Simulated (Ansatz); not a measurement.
Basis-set extrapolation for C3H7FOSi (`CC(C)O[Si]F`) (PBE0-D4/def2-TZVP geometry, frozen core, Ansatz). Multiplicity 1, RHF reference.

```csv
,def2-TZVPP,def2-QZVPP
HF,-581.134127,-581.157436
MP2 correlation,-1.107508,-1.191978
CCSD(T) correlation,-1.193563,not run
```

Energies in hartree. Use E(X) = E(∞) + A·exp(−7.88·√X) for Hartree–Fock and E(X) = E(∞) + B·X^(−2.97) for correlation, with X = 3 and 4, and add CCSD(T) minus MP2 of the smaller set to the MP2 limit.

Problem. What is the CCSD(T) energy at the basis-set limit?

Solution. HF limit: -581.157436 + (-0.023309) × 0.13774 = -581.16065. MP2 limit: -1.191978 + (-0.084470) × 0.74074 = -1.25455. Higher-order term: -1.193563 − (-1.107508) = -0.08605. Total: -582.50125 hartree, 455.7 kJ/mol below CCSD(T)/def2-TZVPP.
